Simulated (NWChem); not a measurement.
System: NH$_{3}$Se$_{2}$; SMILES N[Se][SeH]

Output (shortened):

```
             Northwest Computational Chemistry Package (NWChem) 7.3.0
             --------------------------------------------------------

 C1  symmetry detected

                             Geometry "geometry" -> ""
                             -------------------------

 Output coordinates in angstroms (scale by  1.889725989 to convert to a.u.)

  No.       Tag          Charge          X              Y              Z
 ---- ---------------- ---------- -------------- -------------- --------------
    1 Se                  34.0000    -0.40758675    -0.95051167     0.00848482
    2 N                    7.0000     1.19262916    -1.86285946     0.01345973
    3 H                    1.0000     1.75740573    -1.67303693     0.85034076
    4 H                    1.0000     1.75261366    -1.69235932    -0.83065583
    5 Se                  34.0000     0.05473061     1.38683541     0.03074407
    6 H                    1.0000     0.13868517     1.57040553    -1.44768533

 Effective nuclear repulsion energy (a.u.)     413.3272007676

  xc_inp: hfexch multiplicative factor not found.

                                 NWChem DFT Module
                                 -----------------

 Summary of "ao basis" -> "ao basis" (spherical)
 ------------------------------------------------------------------------------
       Tag                 Description            Shells   Functions and Types
 ---------------- ------------------------------  ------  ---------------------
 Se                          sto-3g                  8       18   4s3p1d
 N                           sto-3g                  3        5   2s1p
 H                           sto-3g                  1        1   1s

            General Information
            -------------------
          SCF calculation type: DFT
          Wavefunction type:  closed shell.
          No. of atoms     :     6
          No. of electrons :    78
           Alpha electrons :    39
            Beta electrons :    39
          Charge           :     0
          Spin multiplicity:     1
          Use of symmetry is: off; symmetry adaption is: off
          Maximum number of iterations: 150
          AO basis - number of functions:    44
                     number of shells:    22
          Convergence on energy requested:  1.00D-06
          Convergence on density requested:  1.00D-05
          Convergence on gradient requested:  5.00D-04

              XC Information
              --------------
                     Hartree-Fock (Exact) Exchange  1.000

      Superposition of Atomic Density Guess
      -------------------------------------

 Sum of atomic energies:       -4802.03779227

      Non-variational initial energy
      ------------------------------

 Total energy =   -4802.058058
 1-e energy   =   -7553.882054
 2-e energy   =    2338.496796
 HOMO         =      -0.126705
 LUMO         =       0.155530

     ---------------------------------------------
      Total Density - Mulliken Population Analysis
     ---------------------------------------------

    Atom       Charge   Shell Charges
 -----------   ------   -------------------------------------------------------
    1 Se  34    33.88   2.00  2.00  6.00  2.00  5.97  1.85  4.06 10.00
    2 N    7     7.52   2.00  1.64  3.88
    3 H    1     0.76   0.76
    4 H    1     0.76   0.76
    5 Se  34    34.21   2.00  2.00  6.00  2.00  5.98  1.86  4.38 10.00
    6 H    1     0.86   0.86

   convergence    iter        energy       DeltaE   RMS-Dens  Diis-err
 ---------------- ----- ----------------- --------- --------- ---------
 d= 0,ls=0.0,diis     1  -4802.5610753673 -5.22D+03  8.82D-03  6.53D-02
 d= 0,ls=0.0,diis     2  -4802.5795586932 -1.85D-02  2.42D-03  2.66D-03
 d= 0,ls=0.0,diis     3  -4802.5806032050 -1.04D-03  9.39D-04  1.91D-04
 d= 0,ls=0.0,diis     4  -4802.5807052627 -1.02D-04  3.14D-04  1.42D-05
 d= 0,ls=0.0,diis     5  -4802.5807146885 -9.43D-06  8.83D-05  1.05D-06
 d= 0,ls=0.0,diis     6  -4802.5807153893 -7.01D-07  1.70D-05  7.05D-08
 d= 0,ls=0.0,diis     7  -4802.5807154263 -3.70D-08  5.46D-06  7.40D-09

         Total DFT energy =    -4802.580715426311
      One electron energy =    -7550.261950988403
           Coulomb energy =     2515.183742802541
    Exchange-Corr. energy =     -180.829708008091
 Nuclear repulsion energy =      413.327200767642

 Numeric. integr. density =        0.000000000000

                       DFT Final Molecular Orbital Analysis
                       ------------------------------------

 Vector   37  Occ=2.000000D+00  E=-3.063481D-01
              MO Center=  1.9D-01, -4.2D-01,  8.8D-02, r^2= 4.0D+00
   Bfn.  Coefficient  Atom+Function         Bfn.  Coefficient  Atom+Function
  ----- ------------  ---------------      ----- ------------  ---------------
    37      0.563961  5 Se py                22      0.509029  2 N  py
    12     -0.350338  1 Se py                13      0.289427  1 Se pz
    10      0.243898  1 Se s                 11     -0.241590  1 Se px
    20     -0.237721  2 N  s                 21      0.166151  2 N  px
    33     -0.165638  5 Se py                38      0.126583  5 Se pz

 Vector   38  Occ=2.000000D+00  E=-2.821750D-01
              MO Center= -6.6D-02,  7.7D-01,  7.1D-02, r^2= 2.6D+00
   Bfn.  Coefficient  Atom+Function         Bfn.  Coefficient  Atom+Function
  ----- ------------  ---------------      ----- ------------  ---------------
    36      0.877072  5 Se px                13      0.438412  1 Se pz
    32     -0.246841  5 Se px                10      0.152751  1 Se s
    11     -0.135555  1 Se px                22     -0.124789  2 N  py
     9     -0.122616  1 Se pz                21      0.115988  2 N  px
    37     -0.114756  5 Se py                25      0.097291  4 H  s

[...]
```

Level: Hartree-Fock/STO-3G. Geometry: optimised at PBE-D3(BJ)/def2-SVP.

Q: Which NWChem input produces such a log?

A: One answer among several that fit: the input that was run:
```
start job
memory heap 200 mb stack 900 mb global 1100 mb
geometry units angstroms noautoz
  Se    -0.394839    -0.941429     0.014451
  N      1.234878    -1.799983     0.015758
  H      1.793762    -1.593621     0.852680
  H      1.788124    -1.608743    -0.828357
  Se    -0.010602     1.409954     0.042453
  H      0.065880     1.600043    -1.435558
end
basis spherical
  * library sto-3g
end
dft
  xc hfexch
  iterations 150
  mulliken
end
task dft energy
```
